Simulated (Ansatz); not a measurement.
A search over several starts for the lowest SCF solution of GeMe2H2 (C₂H₈Ge) at the given spin, in a small basis.

```yaml
crystal:
  periodic: [false, false, false]
  atoms:
    - {symbol: C, position_ang: [-0.649851, -0.001177, 1.520315]}
    - {symbol: C, position_ang: [1.222454, 0.004379, -1.113218]}
    - {symbol: Ge, position_ang: [-0.630176, -0.003441, -0.448031]}
    - {symbol: H, position_ang: [-1.682534, 0.004882, 1.900448]}
    - {symbol: H, position_ang: [-0.131024, 0.889735, 1.906492]}
    - {symbol: H, position_ang: [-0.140720, -0.896759, 1.908536]}
    - {symbol: H, position_ang: [1.242272, 0.000930, -2.213471]}
    - {symbol: H, position_ang: [1.761716, -0.884904, -0.752107]}
    - {symbol: H, position_ang: [1.752258, 0.901577, -0.757781]}
    - {symbol: H, position_ang: [-1.378170, 1.244875, -0.977126]}
    - {symbol: H, position_ang: [-1.366236, -1.260108, -0.974057]}
basis:
  gaussian: {orbitals: def2-SVP, initial_orbitals: start.molden}
hamiltonian: {xc: pbe0, dispersion: d4}
output: {orbitals: {seedname: orbitals}}
```

The file start.molden holds the orbitals of an earlier run on this structure, at another level or in another basis.

```sh
$ ansatz run in.yaml --threads 2 --pin off --events-out ev --progress --plain --max-ram 4352MiB
```

Output, abridged:

```
Functional definition: PBE0
1170 factors; their error is unknown
mean field evaluation 1: about -58704.2437 eV, gradient 3.2e0 eV
mean field evaluation 2: about -58704.2714 eV, gradient 2.4e-2 eV
mean field evaluation 4: about -58704.4029 eV, gradient 3.4e-5 eV
mean field evaluation 8: about -58704.2409 eV, gradient 3.3e0 eV
mean field evaluation 16: about -58704.4029 eV, gradient 9.3e-4 eV
mean field -58704.40289807 eV, -2157.3470152307 hartree, gradient 3.9e-5 eV, S^2 0.000000; 1 other end points of the search recorded, 0 dependent functions left out
reference -58704.40292669 eV, -2157.3470162824 hartree; 26, 26 occupied and 74, 74 virtual orbitals, 1170 factors
Total energy: -58704.54737170 eV, -2157.3523245387 hartree
```

Hardware: 2 threads of Intel Xeon 6975P-C on a shared host. Wall time 1.1 s.
